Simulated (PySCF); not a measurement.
## Working out the excitation energy of F

F [He] 2s2 2p5 (2P) → F [He] 2s1 2p6 (2S). All numbers are calculated (PySCF 2.14, the non-relativistic Hamiltonian (point nucleus), in dyall-av2z (11s7p2d, 42 functions)). Frozen: 1s2; the 8 highest virtual orbitals dropped. Energies in hartree (1 hartree = 27.21139 eV):

```json
{"part": "UHF", "F (lower)": "-99.410744", "F (upper)": "-98.535162"}
{"part": "MP2 opposite-spin", "F (lower)": "-0.132454", "F (upper)": "-0.193392"}
{"part": "MP2 same-spin", "F (lower)": "-0.045180", "F (upper)": "-0.056115"}
```

Q: What does Hartree-Fock give?

A: (-98.535162) − (-99.410744) = 0.875582 hartree = 23.826 eV.

Q: What do MP2 and SCS-MP2 (6/5 opposite-spin, 1/3 same-spin) give?

A: The opposite-spin parts differ by -1.658 eV and the same-spin parts by -0.298 eV. MP2: 23.826 + (-1.658) + (-0.298) = 21.870 eV. SCS-MP2: 23.826 + 1.2 × (-1.658) + (-0.298)/3 = 21.737 eV.

The upper state lies above the first ionisation limit, where it may autoionise and the basis confines it.

A double-zeta basis recovers only part of the correlation energy.
